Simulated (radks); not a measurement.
Valence configurations of Br2+ (all share [Ar]). All-electron calculation, Dirac Kohn-Sham, PBE, spin-unpolarised, spherical densities, point nucleus; open shells fill j = l - 1/2 first. Program: a radial shooting solver on a logarithmic mesh with Libxc functionals. Energies are relative to 3d10 4s2 4p3; eigenvalues in eV.

valence           E (eV)  e(3d3/2)  e(3d5/2)  e(4p1/2)  e(4p3/2)  e(4s1/2)
3d10 4s2 4p3       0.000   -91.239   -90.151   -28.578   -27.931   -41.733
3d10 4s1.5 4p3.5   6.919   -92.042   -90.953   -28.943   -28.289   -42.162
3d10 4s1 4p4      13.873   -92.833   -91.744   -29.301   -28.639   -42.581
3d9.5 4s2 4p3.5   32.458   -97.855   -96.739   -29.795   -29.104   -43.347
3d9 4s2 4p4       67.657   -104.59   -103.44   -30.995   -30.260   -44.932
3d8.5 4s2 4p4.5   105.66   -111.43   -110.26   -32.182   -31.402   -46.490
3d8 4s2 4p5       146.53   -118.39   -117.19   -33.357   -32.532   -48.025

NIST lists [Ar] 3d10 4s2 4p3 as the ground configuration; this level of theory agrees among the configurations tried. The energies are those of spherical spin-averaged densities, not of single terms.
